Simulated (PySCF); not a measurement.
Input for PySCF: U-HF/6-31G* on BeF2 (SMILES [F][Be][F]), a point of a bond scan (R = 1.243 Å).

```python
from pyscf import gto, scf, dft, mp
from pyscf.data.elements import chemcore

mol = gto.M(
    atom='''
    Be    0.00000000    0.00000000    0.00000000
    F     0.00000000    0.00000000   -1.24305110
    F     0.00000000    0.00000000    1.38116789
    ''',
    basis='6-31g*',
    cart=True,
    charge=0, spin=0, verbose=3, max_memory=1800)
mf = scf.UHF(mol)
mf.conv_tol = 1e-8
mf.max_cycle = 100
mf.init_guess_breaksym = True
mf.kernel()
if not mf.converged:
    mf = mf.newton().run(mf.mo_coeff, mf.mo_occ)
for _ in range(4):
    mo, _, stable, _ = mf.stability(return_status=True)
    if stable:
        break
    mf.kernel(mf.make_rdm1(mo, mf.mo_occ))
```

Task: Give the final energy of this run.

Result: -213.6626 hartree.
